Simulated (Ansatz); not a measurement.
`[Br][Sn]([Br])([Br])[Br]`. Charge 0, multiplicity 1. Sn takes the def2 core potential.

**Question.** What are the harmonic wavenumbers in cm⁻¹ at PBE0-D4/def2-TZVP (Ansatz, finite differences of forces, unscaled)? (Best estimate.)

**Answer.** The calculation gave: 59, 59, 85, 85, 85, 220, 283, 283, 283.

**Question.** Is this a minimum?

**Answer.** Yes, all 9 modes are real.

**Question.** Give the ideal-gas thermochemistry at 298.15 K and 1 bar (rigid rotor, harmonic oscillator; point group Td, symmetry number 12).

**Answer.** Zero-point energy 8.6 kJ/mol; H(298) − E = 33.7 kJ/mol; entropy 414.1 J/(mol·K), of which translation 184.7, rotation 117.0, vibration 112.4; G(298) − E = -89.8 kJ/mol. Modes under 100 cm⁻¹ are hindered rotations or soft bends, so the harmonic entropy is rough.

**Question.** And at 400, 500, 600, 800 and 1000 K?

**Answer.** 
```json
{"T (K)": "400", "H − E (kJ/mol)": "44.4", "S (J/mol/K)": "444.8", "G − E (kJ/mol)": "-133.6"}
{"T (K)": "500", "H − E (kJ/mol)": "54.9", "S (J/mol/K)": "468.4", "G − E (kJ/mol)": "-179.3"}
{"T (K)": "600", "H − E (kJ/mol)": "65.6", "S (J/mol/K)": "487.9", "G − E (kJ/mol)": "-227.1"}
{"T (K)": "800", "H − E (kJ/mol)": "87.0", "S (J/mol/K)": "518.7", "G − E (kJ/mol)": "-327.9"}
{"T (K)": "1000", "H − E (kJ/mol)": "108.5", "S (J/mol/K)": "542.7", "G − E (kJ/mol)": "-434.1"}
```
